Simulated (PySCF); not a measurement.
Argon: a sound run and one with changed settings

Sound run: Ar+ [Ne] 3s2 3p5, Ar(2+) [Ne] 3s2 3p4. Calculation: PySCF 2.14, in x2c-SVPall (4s3p1d, 18 functions); scalar relativity by spin-free X2C-1e. The sound run starts from symmetry-adapted Hartree-Fock orbitals and uses a fine grid where one is needed.

Changed run: 14 angular points. This setting is unsound on purpose.

| species | method | sound run (hartree) | changed run (hartree) | converged |
| --- | --- | --- | --- | --- |
| Ar+ | UHF | -527.87589 | -527.87589 | yes |
| Ar+ | M06-2X | -528.57723 | -528.58015 | yes |
| Ar+ | PBE | -528.37365 | -528.37381 | yes |
| Ar(2+) | UHF | -526.89645 | -526.89645 | yes |
| Ar(2+) | M06-2X | -527.55260 | -527.55349 | yes |
| Ar(2+) | PBE | -527.35283 | -527.35244 | yes |

Ionisation energy of Ar+:

```tsv
method	sound run (eV)	changed run (eV)
UHF	26.652	26.652
M06-2X	27.882	27.937
PBE	27.778	27.793
```

A coarse angular grid integrates products of high-l functions wrongly, so density functionals can shift, and the SCF can exploit the error; Hartree-Fock and MP2 need no grid.

For comparison, NIST gives 27.630 eV between the lowest levels.
